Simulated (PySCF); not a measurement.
## Which determinant of K₂ lies lowest?

Unrestricted PBE0; PySCF, no relativity, basis sets K def2-SVP. Outer shells of the fragments: K 4s1; K 4s1.

Followed along the bond (rough minima from three points):

```json
{"2Ms+1": "1", "unpaired": "none", "⟨S²⟩ at the start": "0.00", "R at minimum (Å)": "4.02", "Te (eV)": "0.00"}
{"2Ms+1": "3", "unpaired": "σ ↑, π ↑", "⟨S²⟩ at the start": "2.00", "R at minimum (Å)": "3.84", "Te (eV)": "1.28"}
{"2Ms+1": "3", "unpaired": "σ ↑↑", "⟨S²⟩ at the start": "2.00", "R at minimum (Å)": "none in the scan", "Te (eV)": "≤ 0.48"}
```

Solutions found at the starting distance of 3.890 Å, counted from the lowest of them; the search is not exhaustive and high or unbound solutions are not listed, so other states can lie among these:

```
2Ms+1  unpaired   term  E (eV)  ⟨S²⟩  ⟨Lz²⟩
    1      none    ¹Σ⁺    0.00  0.00   0.00
    3      σ ↑↑    ³Σ⁺    0.69  2.00   0.00
    3  σ ↑, π ↑     ³Π    1.28  2.00   1.00
    1  σ ↑, π ↓  mixed    1.66  1.00   1.00
```

A term symbol is given only where ⟨S²⟩ and ⟨Lz²⟩ are close to those of a pure state; real π, δ and φ orbitals otherwise mix terms, and g/u labels are left off.

Counting both spins, an empty level lies below a filled one in some of these solutions, because spin and occupation are held.
